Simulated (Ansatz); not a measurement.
Isolated molecules relaxed with PBE0-D4/def2-TZVP in Ansatz; ΔE leaves out vibrations. CCSD(T)/CBS is the MP2 limit (def2-TZVPP, def2-QZVPP) plus CCSD(T) − MP2 in def2-TZVPP, frozen cores. def2 core potentials past Kr. For Ga, W outer-core shells are correlated without core-valence functions, which leaves a few kJ/mol of doubt a bond. Scalar relativity is left out up to krypton. Each species was taken in one conformer, which may not be the lowest.

Reaction (substitution at a C–O bond): `C[O][Ga]([OH])[Cl]` + `C[O][W](=[NH])(=[NH])[OH]` → `C[O][W](=[NH])(=[NH])[O]C` + `[OH][Ga]([OH])[Cl]`

```csv
level,ΔE (kJ/mol)
SCS-MP2/def2-TZVPP,-13.1
CCSD(T)/def2-TZVPP,-12.2
```

Task: What does CCSD(T)/CBS give? (Estimate.)

Result: Ansatz gave: -11.0 kJ/mol. The listed levels differ from it by -2.1, -1.2 kJ/mol.

Largest T1 diagnostic among the species: 0.020.
